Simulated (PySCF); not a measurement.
NbBr3, SMILES [Br][Nb]([Br])[Br] (connectivity only; charge and spin as stated), neutral, multiplicity 3. Atoms are numbered in the order given.

```xyz
4

Nb     0.0000     0.0000     0.0879
Br     0.0000     0.0000     2.5214
Br     0.0000    -2.0134    -1.3122
Br     0.0000     2.0134    -1.3122
```
Charge 0, spin multiplicity 3.

The structure is a stationary point at B3LYP-D3(BJ)/def2-SVP. The spin state was assumed, not searched. The def2 effective core potentials stand for the cores of Nb; spin–orbit coupling is left out.

Calculation: PBE0/def2-TZVP run with PySCF.

ESP charges are fitted to the potential on shells at 1.4 to 2.0 van der Waals radii. Atomic charges (e):

| atom | Mulliken | ESP fit | Löwdin | Mulliken spin |
|---|---|---|---|---|
| Nb1 | 1.05 | 0.30 | ___ | 2.11 |
| Br2 | -0.34 | -0.05 | ___ | -0.07 |
| Br3 | -0.35 | -0.12 | ___ | -0.02 |
| Br4 | -0.35 | -0.12 | ___ | -0.02 |

Fill in the missing entries. (Estimate from the structure and the level; the computed values follow.)


- Nb1, Löwdin: -0.30
- Br2, Löwdin: 0.13
- Br3, Löwdin: 0.09
- Br4, Löwdin: 0.09
